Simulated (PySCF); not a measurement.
# [Ni(H2O)3]2+: multiplets, ligand field and magnetism

The complex [Ni(H2O)3]2+ (charge +2) contains Ni(II), shell d8. The structure is a model geometry with rigid ligands and bond lengths from ionic radii, not a minimum; coordination trigonal planar, point group D3h, metal–donor distances 1.87 Å.

```
10

Ni    0.0000    0.0000    0.0000
O     1.8700    0.0000    0.0000
H     2.4450    0.7750    0.0000
H     2.4450   -0.7750    0.0000
O    -0.9350    1.6195    0.0000
H    -1.8937    1.7299    0.0000
H    -0.5513    2.5049    0.0000
O    -0.9350   -1.6195    0.0000
H    -0.5513   -2.5049    0.0000
H    -1.8937   -1.7299    0.0000
```

Method (PySCF 2.14, density fitting): CASSCF(8,5) with orbitals averaged over all microstates of the shell, strongly contracted NEVPT2 on the averaged canonical orbitals; basis x2c-TZVPall on the metal, x2c-SVPall elsewhere; spin-free X2C; gas phase; spin-orbit coupling by state interaction with the mean-field operator over all roots.

Spin-free states:

```
2S+1  deg.  symmetry  free-ion term  CASSCF / cm⁻¹  NEVPT2 / cm⁻¹    f(ED)
   3     1     3A1''        3F 1.00              0              0        –
   3     1     3A2''        3F 1.00             94             85        0
   3     2       3E'        3F 1.00            190            561        0
   3     1      3A2'        3F 0.96           1646           1690  1.9e-05
   3     2      3E''        3F 0.99           1414           1704  2.0e-05
   1     1      1A1'        1D 0.99          14946          12689        –
   1     2      1E''        1D 0.99          16170          14063        –
   3     1      3A2'        3P 0.96          17201          14375  2.1e-06
   1     2       1E'        1D 0.96          17041          15301        –
   1     2       1E'        1G 1.00          20635          17885        –
   3     2      3E''        3P 0.99          21582          19316  3.3e-04
   1     1     1A1''        1G 1.00          24492          22296        –
   1     1     1A2''        1G 1.00          24729          22547        –
   1     2       1E'        1G 0.96          27316          25611        –
   1     2      1E''        1G 0.99          28196          26800        –
   1     1      1A1'        1G 0.99          28428          27118        –
   1     1      1A1'        1S 0.99          61928          53650        –
```

Energies are counted from the ground state at NEVPT2 level. Weights follow the labels. f(ED) is the electric-dipole oscillator strength from the ground state at the fixed geometry, without vibronic coupling; occupations, where given, run over the ligand-field orbitals from the lowest.

## Ligand-field fit

```
          cm⁻¹  CASSCF  NEVPT2
             B    1262    1092
   B, free ion    1318    1146
             C    4711    4263
   C, free ion    4863    4478
rms of the fit      68     344
```

```json
{"orbital": "1", "CASSCF / cm⁻¹": "22", "NEVPT2 / cm⁻¹": "0", "metal share": "0.97", "main function": "z2 1.00"}
{"orbital": "2", "CASSCF / cm⁻¹": "0", "NEVPT2 / cm⁻¹": "402", "metal share": "0.98", "main function": "degenerate set"}
{"orbital": "3", "CASSCF / cm⁻¹": "0", "NEVPT2 / cm⁻¹": "402", "metal share": "0.98", "main function": "degenerate set"}
{"orbital": "4", "CASSCF / cm⁻¹": "3988", "NEVPT2 / cm⁻¹": "3926", "metal share": "0.95", "main function": "degenerate set"}
{"orbital": "5", "CASSCF / cm⁻¹": "3988", "NEVPT2 / cm⁻¹": "3926", "metal share": "0.95", "main function": "degenerate set"}
```

ζ = 645 cm⁻¹, against 660 for the free ion.

## Spin-orbit levels

```
E / cm⁻¹  deg.                              make-up
     0.0     2              0.52 3A1'' + 0.47 3A2''
   330.0     1                0.54 3E' + 0.46 3A1''
   367.6     1                0.58 3E' + 0.42 3A2''
   853.7     2    0.66 3E' + 0.16 3E'' + 0.09 3A2''
  1413.5     2     0.41 3E' + 0.41 3E'' + 0.17 3A2'
  1465.2     1                0.54 3A1'' + 0.46 3E'
  1512.8     1                0.58 3A2'' + 0.42 3E'
  1669.2     1                0.58 3A2' + 0.42 3E''
  2033.2     2  0.38 3A2'' + 0.35 3A1'' + 0.23 3E''
  2365.5     2     0.47 3E' + 0.47 3A2' + 0.06 3E''
```

Only the lowest levels are listed: 15 of 45 states.

## Magnetism

Degenerate or low-lying orbital states mix with the ground state, so no spin-only Hamiltonian applies. The lowest spin-orbit level is 2-fold; the next lies at 330.0 cm⁻¹. The two lowest states form a pseudo-doublet split by 0.000 cm⁻¹ with g_z = 9.60. μeff is 5.27 μB at 300 K and 4.83 μB at 10 K; the spin-only value is 2.83 μB.

```
T / K  χT / cm³ K mol⁻¹  μeff / μB  χT along axes a, b, c
    2             2.890       4.81         0.01 0.01 8.65
    5             2.900       4.82         0.03 0.03 8.65
   10             2.917       4.83         0.05 0.05 8.65
   20             2.951       4.86         0.10 0.10 8.65
   30             2.984       4.88         0.15 0.15 8.65
   50             3.051       4.94         0.25 0.25 8.65
   75             3.134       5.01         0.38 0.38 8.64
  100             3.208       5.07         0.50 0.50 8.62
  150             3.321       5.15         0.73 0.73 8.50
  200             3.395       5.21         0.94 0.94 8.31
  250             3.443       5.25         1.12 1.12 8.09
  300             3.477       5.27         1.29 1.29 7.86
```

Axes in the frame of the coordinates: a = (0.00, 1.00, 0.00); b = (1.00, 0.00, 0.00); c = (0.00, 0.00, 1.00).

Powder magnetisation at 2 K: 1.15 μB at 0.5 T, 1.80 μB at 1 T, 2.23 μB at 2 T, 2.34 μB at 3 T, 2.39 μB at 5 T, 2.41 μB at 7 T.

The geometry is a model, and the complex may not exist in this form. 3A2'' (85 cm⁻¹) lies within 300 cm⁻¹ of 3A1'' at NEVPT2 level, inside the method's error: their order is undecided, and g values and low-temperature moments can hang on it.

The job took 9.7 s on one thread of Arm Neoverse N1 (shared host), with 120 basis functions, launched as `OMP_NUM_THREADS=1 python lf_run.py task.json out`.
